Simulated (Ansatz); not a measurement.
Species: C₆H₁₁, charge 0, multiplicity 2. It need not be the lowest isomer of its formula. SMILES: C/[C]=C(\C)CC
Geometry from a B3LYP-D3(BJ)/def2-TZVP (Ansatz, a quantum-chemistry and plane-wave program) optimisation:
```xyz
17

C      2.6055    -0.3239     0.0090
C      1.1673    -0.5464    -0.1629
C      0.0305     0.1021    -0.2379
C     -0.0468     1.6125    -0.1313
C     -1.2846    -0.6227    -0.4355
C     -2.2224    -0.5271     0.7720
H      2.9821    -0.8177     0.9086
H      3.1750    -0.7125    -0.8394
H      2.8376     0.7471     0.0993
H     -0.5458     2.0289    -1.0114
H      0.9396     2.0670    -0.0518
H     -0.6281     1.9152     0.7431
H     -1.7882    -0.2044    -1.3148
H     -1.0797    -1.6711    -0.6555
H     -2.4976     0.5058     0.9908
H     -1.7469    -0.9438     1.6620
H     -3.1447    -1.0816     0.5890
```
Charge 0, spin multiplicity 2.

Quantity: atomisation energy (electronic, to ground-state atoms), in eV. Cores are frozen in the correlated levels unless marked. UHF or UKS for open shells. No spin-orbit coupling. Non-relativistic unless marked X2C. The coupled-cluster limit lacks core correlation, which all-electron functionals hold. CBS(X,Y): correlation extrapolated as X^-3; Hartree-Fock from the larger set. [CCSD(T)-MP2]/basis is that difference in the basis named.

| level | program | atomisation energy (eV) |
|---|---|---|
| HF/STO-3G | Ansatz | 66.54 |
| HF/6-31G* | Ansatz | 53.76 |

**Question.** Predict the RI-MP2/CBS(cc-pVTZ,cc-pVQZ)+[CCSD(T)-MP2]/cc-pVTZ result (Ansatz).

**Answer.** 70.70 eV
